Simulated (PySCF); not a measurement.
# One molecule, several mistakes: AlBGeH6N

All numbers below are calculated, not measured. They come from PySCF 2.14.0, an open-source quantum chemistry program, on an isolated molecule that a program drew, which may never have been made. The molecule is AlBGeH6N (charge 0, doublet), drawn as the SMILES string `[BH][GeH2][AlH][NH2]`.

Each row is a Hartree-Fock (HF) and frozen-core CCSD(T) single point in the cc-pV(D+d)Z basis, meant for a local HF minimum. Run 1 is clean. Each other run has one planted mistake out of seven kinds, and not every kind appears here: one electron removed, one electron added, multiplicity raised by two, geometry at a saddle point, minimal basis STO-3G, one bond length entered in bohr, all coordinates scaled. The reference is restricted for singlets and unrestricted otherwise, and also for a bond in bohr. Adding or removing an electron swaps singlet and doublet. Electrons count all cores. HOMO and LUMO are orbital energies over both spins, the gradient is its largest component, and the lowest frequency (negative if imaginary) is given only where the gradient is small. Bond lengths are over the 9 bonds as drawn. T1 is the CCSD diagnostic: over 0.02 (restricted) or 0.045 (unrestricted) a single reference is doubtful. Germanium has the cc-pVDZ-PP basis, with a core potential (ECP10MDF) in place of its 10 inner electrons, and its 3s, 3p and 3d shells are frozen in CCSD(T).

Geometry of the clean run:
```xyz
10
AlBGeH6N, angstrom
B     2.9092   -0.7621    0.1631
Ge    1.4050    0.0909    1.2855
Al   -0.7260    0.1571   -0.0401
N    -1.4316    1.7199   -0.4494
H     3.2341   -1.8982   -0.0273
H     1.8093    1.5145    1.7061
H     1.1752   -0.7047    2.5880
H    -1.4765   -1.1430   -0.5339
H    -2.2806    1.8486   -0.9690
H    -1.0543    2.6146   -0.1977
```

```
run,electrons,basis functions,<S^2>,HOMO (eV),LUMO (eV),gradient (hartree/bohr),lowest frequency (cm^-1),mean bond (Å),longest bond (Å),T1,HF (hartree),CCSD(T) (hartree),mistake
1,63,104,0.757,-8.62,1.01,1.5e-05,21,1.5779,2.511,0.0171,-617.88439,-618.34529,no fault
2,63,104,3.795,-7.26,-1.69,3.5e-02,-,1.5779,2.511,0.0295,-617.77093,-618.22229,multiplicity raised by two
3,63,104,1.713,-7.87,0.26,1.9e-02,-,1.7300,2.907,0.0565,-617.77484,-618.22062,one bond length entered in bohr
4,64,104,0.000,0.00,5.57,2.9e-02,-,1.5779,2.511,0.0360,-617.83345,-618.33369,one electron added
5,62,104,0.000,-14.47,-5.97,3.6e-02,-,1.5779,2.511,0.0257,-617.61459,-618.07277,one electron removed
6,63,104,0.757,-8.64,0.90,3.8e-02,-,1.6568,2.636,0.0183,-617.86556,-618.33274,?
```

**Which mistake was planted in run 6, and what did it cost?**

The mean and the longest bond both change by the same factor, 1.050, and the gradient is no longer small. So the mistake is: all coordinates scaled. Subtracting run 1 and multiplying by 627.51 kcal/mol a hartree, the energy moved by 11.8 kcal/mol in HF and 7.9 kcal/mol in CCSD(T).

Cautions from the logs. Run 3: T1 is over the limit, so its CCSD(T) energy is less reliable; run 4: T1 is over the limit, so its CCSD(T) energy is less reliable and the HOMO is above zero, so the electron isn't bound and the energy depends on the basis; run 5: T1 is over the limit, so its CCSD(T) energy is less reliable.
